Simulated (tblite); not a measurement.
A tight-binding relaxation on `F[C@H]1C[C@H]([Si@@H]([SiH3])[GeH3])C1`.

Computed with GFN2-xTB geometry optimisation, gas phase (tblite 0.8.0). Start geometry: from a force field or distance geometry. The input is one job of a driver script: a line of settings, then coordinates in Å.

Command:
```bash
OMP_NUM_THREADS=1 python probes_run.py task.json out
```

Input:
```
{"job": {"kind": "relax", "xc": "GFN2-xTB", "basis": "xTB"}, "charge": 0, "multiplicity": 1}
F      3.620800    -0.002000     0.212100
C      2.301800     0.464100     0.145700
C      1.670200     0.176100    -1.192000
C      0.680200    -0.770500    -0.531300
Si    -1.124300    -0.238500    -0.626600
Si    -2.366700    -1.561700     0.663600
Ge    -1.386300     1.960700     0.056200
C      1.339800    -0.494200     0.833300
H      2.198700     1.510500     0.491800
H      2.341400    -0.345400    -1.893500
H      1.190800     1.086100    -1.636000
H      0.826100    -1.833100    -0.849400
H     -1.583500    -0.359700    -2.016100
H     -2.211800    -2.955500     0.218700
H     -3.774600    -1.145100     0.576800
H     -1.903200    -1.435400     2.069100
H     -2.881400     2.353300    -0.044100
H     -0.923800     2.086300     1.532300
H     -0.537700     2.895900    -0.831200
H      0.681500     0.017400     1.569300
H      1.833000    -1.392200     1.250900
```

Output:
```
step      E/eV     max force
  0    -687.47992    1.356
  1    -687.60395    0.683
  2    -687.68360    0.582
  3    -687.75126    0.517
  4    -687.79534    0.463
  5    -687.82900    0.343
  6    -687.85223    0.292
  7    -687.86749    0.365
  8    -687.88167    0.323
  9    -687.89242    0.253
... (69 lines left out)
 79    -687.95937    0.021
 80    -687.95948    0.026
 81    -687.95959    0.030
 82    -687.95966    0.022
 83    -687.95970    0.013
 84    -687.95974    0.017
 85    -687.95978    0.020
 86    -687.95983    0.022
 87    -687.95986    0.016
 88    -687.95988    0.008
```

«max force» is the largest atomic force in eV/Å.

**Question.** From which step on does the largest force stay under 0.1 eV/Å, and how much energy is left to gain from there?

**Answer.** From step 65 (0.081 eV/Å), 5.8 meV above the end.

Main results: energy lowered by 11.1 kcal/mol over 88 steps; largest atomic force 0.008 eV/Å at the end.

Hardware: an Arm Neoverse V1 with one thread, shared host. Cost: 0.98 s.
Labels such as C1 count atoms from 1, the log's own numbers from 0.
